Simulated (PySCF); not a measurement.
Simulated C 1s region for `[SiH3]OCc1ccccc1`, binding energy against the vacuum level.

Every computed line was given a Gaussian of 1.0 eV full width at half maximum and an area set by the number of equivalent atoms; the highest printed point is 100. The calculation used delta-SCF UKS SCAN, pcX-2 on the ionised atom, pcseg-1 elsewhere, spin-free X2C in PySCF 2.14.0.

```csv
binding energy (eV),intensity
288.7,0
288.8,0
288.9,1
289.0,2
289.1,4
289.2,6
289.3,11
289.4,17
289.5,26
289.6,37
289.7,50
289.8,64
289.9,77
290.0,89
290.1,97
290.2,100
290.3,98
290.4,91
290.5,80
290.6,66
290.7,52
290.8,39
290.9,28
291.0,19
291.1,12
291.2,8
291.3,5
291.4,4
291.5,5
291.6,6
291.7,8
291.8,10
291.9,12
292.0,14
292.1,16
292.2,17
292.3,17
292.4,16
292.5,14
292.6,12
292.7,10
292.8,7
292.9,5
293.0,4
293.1,2
293.2,1
293.3,1
293.4,0
293.5,0
293.6,0
293.7,0
```

How many maxima does the curve show, and how many computed lines lie under it?

The curve has 2 maxima (at 290.2 and 292.2 eV). Under it lie 5 lines from 5 inequivalent carbon sites. At this width some lines have no maximum of their own.

Decompose the envelope and assign each component. Numbering: `[SiH3:1][O:2][CH2:3][c:4]1[cH:5][cH:6][cH:7][cH:8][cH:9]1`.

```csv
position (eV),relative area,line,atoms,environment
290.13,2,C 1s,C5/C9,aromatic CH carbon
290.20,1,C 1s,C7,aromatic CH carbon
290.25,2,C 1s,C6/C8,aromatic CH carbon
290.30,1,C 1s,C4,substituted aromatic carbon
292.25,1,C 1s,C3,sp3 carbon bound to oxygen
```

The listed C 1s values span 2.12 eV, from C5/C9 (bonded to 2 C (aromatic in the SMILES) and H) to C3 (bonded to O, C and 2 H). Summing the Pauling electronegativity differences to the bonded atoms, each weighted by its formal bond order, gives -0.35 for the lowest site and +0.19 for the highest; no listed site has a larger sum than the highest. The values 290.25 and 290.30 eV lie too close for their order to be trusted.

No satellites, vibrations or lifetime broadening are included. One atom of each set of topologically equivalent atoms was ionised and stands for the set; in this conformer not all members are related by symmetry, and their own values weren't computed. Isolated species at its PBE0-D3(BJ)/def2-SVP geometry (one conformer only).

The values belong to the conformer `[SiH3:1][O:2][CH2:3][c:4]1[cH:5][cH:6][cH:7][cH:8][cH:9]1`: Si1–O2–C3–C4 -65°, O2–C3–C4–C5 -44°.
